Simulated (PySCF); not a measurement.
Relaxation of doublet CeOI

Method: UPBE/[Ce def2-SVP with ECP28, O def2-SVP, I def2-SVP with ECP28], scalar-relativistic core potentials, density fitting, no spin–orbit coupling, PySCF. A (50,194) grid was used.

A hand-made bent start, of Cs symmetry, held to at least that symmetry:

```xyz
3
charge 0 multiplicity 2, angstrom
Ce   -0.9982    0.0000   -0.8248
O    -2.5874    0.0000    0.2879
I     1.4265    0.0000    0.8730
```

Optimiser trace:
```
step  E − E(last) (kJ/mol)  largest gradient (Eh/bohr)
   0                 27.64                     0.06223
   1                  2.91                     0.02105
   2                  0.77                     0.00776
   3                  0.38                     0.00198
   4                  0.17                     0.00164
   5                  0.05                     0.00152
   6                  0.02                     0.00082
   7                  0.00                     0.00032
   8                  0.00                     0.00019
```

It ends at Cs with Ce–I 3.026 Å, Ce–O 1.810 Å; I–Ce–O 116.6°. No frequency check is given, so it may be a saddle point. Other isomers or separated fragments may lie lower.

Open d and f shells are described by one determinant, and the ground state may have another occupation or spin. The pruned grid is coarse for the open f shell: energies are uncertain by about 2 kJ/mol and soft modes are noisy. With an element this heavy the missing spin–orbit coupling can shift these numbers.

The relaxation took about 7 core-minutes on a shared host.
